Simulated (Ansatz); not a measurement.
A made-up structure of B2H5O2 (charge +1), singlet:

| atom | x (Å) | y (Å) | z (Å) |
| --- | --- | --- | --- |
| B1 | -0.5890 | -1.1030 | 0.4448 |
| B2 | 0.3329 | 0.0255 | 0.0357 |
| O3 | 1.6052 | -0.1352 | 0.3050 |
| O4 | -0.3494 | 1.3775 | -0.7206 |
| H5 | -0.3945 | 1.4219 | -1.6886 |
| H6 | -0.6906 | 2.1144 | -0.1900 |
| H7 | 2.0269 | -0.8793 | 0.7462 |
| H8 | -1.7251 | -1.0619 | 0.2718 |
| H9 | -0.2544 | -2.0828 | 0.9454 |

It is relaxed with PBE-D4/def2-SVP and then PBE0-D4/def2-TZVP (Ansatz 0.2.0). Atoms count as bonded within 1.22 times the sum of their covalent radii (H–H: 0.88 Å). The end point is not checked to be a true minimum.

(1) Does its bonding change? (Judge from chemistry; the calculation decides.)

## Answers

(1) The calculation gives: No: no bond forms or breaks.

Where it ends: The first stage lowers the energy by 1.83 eV in 24 steps. It ends as B₂H₅O₂ ([BH2][B]([OH])[OH2]), total charge +1:
| atom | x (Å) | y (Å) | z (Å) |
| --- | --- | --- | --- |
| B1 | -0.8008 | -1.1500 | 0.6145 |
| B2 | 0.2919 | 0.0088 | 0.0468 |
| O3 | 1.5843 | 0.2113 | 0.2167 |
| O4 | -0.1880 | 1.1004 | -0.8528 |
| H5 | 0.4419 | 1.7753 | -1.1648 |
| H6 | -1.1080 | 1.2604 | -1.1086 |
| H7 | 2.1014 | -0.3965 | 0.7555 |
| H8 | -1.4482 | -0.9398 | 1.5920 |
| H9 | -0.9125 | -2.1928 | 0.0504 |

Labels in which every atom is bracketed show which atoms are joined, not bond orders.

For scale, one of the runs: PBE0-D4/def2-TZVP relaxation, 154 basis functions, launched by `ansatz run in.yaml --threads 2 --pin off --events-out ev --progress --plain --max-ram 4352MiB`. The run took about 61 s on 2 CPU threads of an Arm Neoverse V2 (shared host).
